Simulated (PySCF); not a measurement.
C3H5BF2O, SMILES CB(O)/C(F)=C\F. Atoms are numbered in the order given.

```xyz
12

C     -1.8116    -0.8893     0.0000
B     -0.2404    -0.9631     0.0000
O      0.4490    -2.1287     0.0000
C      0.6636     0.3212     0.0000
F      1.9944     0.1343     0.0000
C      0.2617     1.6001     0.0000
F     -1.0221     1.9365     0.0000
H     -2.2925    -1.8803     0.0000
H     -2.1753    -0.3294     0.8768
H     -2.1753    -0.3294    -0.8768
H     -0.1268    -2.8998     0.0000
H      0.9468     2.4536     0.0000
```
Charge 0, spin multiplicity 1.

The structure is a stationary point at PBE0-D3(BJ)/def2-SVP. The structure was generated by enumeration; whether it is a known compound was not checked. Other conformers were not sampled.

Method: PBE/def2-TZVP (PySCF).

Atomic charges (e):

| atom | Löwdin | meta-Löwdin |
|---|---|---|
| C1 | -0.27 | ? |
| B2 | -0.72 | 0.26 |
| O3 | 0.25 | ? |
| C4 | -0.25 | ? |
| F5 | 0.22 | -0.24 |
| C6 | -0.25 | 0.13 |
| F7 | 0.22 | -0.22 |
| H8 | 0.14 | ? |
| H9 | 0.16 | ? |
| H10 | 0.16 | ? |
| H11 | 0.21 | 0.35 |
| H12 | 0.13 | ? |

Q: Some entries are withheld; supply them. (An estimate is asked for; the answer gives what the named calculation found.)

A: 
- C1, meta-Löwdin: -0.48
- O3, meta-Löwdin: -0.45
- C4, meta-Löwdin: 0.13
- H8, meta-Löwdin: 0.11
- H9, meta-Löwdin: 0.14
- H10, meta-Löwdin: 0.14
- H12, meta-Löwdin: 0.13

Q: Give the Mayer and Wiberg (Löwdin basis) orders of the bonds. (Estimate from the structure and the level; the computed values follow.)

A: 
```tsv
bond	Mayer	Wiberg
C1–B2	1.05	1.31
B2–O3	1.47	2.02
B2–C4	1.04	1.11
C4–F5	1.01	1.69
C4–C6	1.69	1.90
C6–F7	1.09	1.79
C1–H8	0.95	0.86
C1–H9	0.94	0.85
C1–H10	0.94	0.85
O3–H11	0.88	0.94
C6–H12	0.97	0.86
```
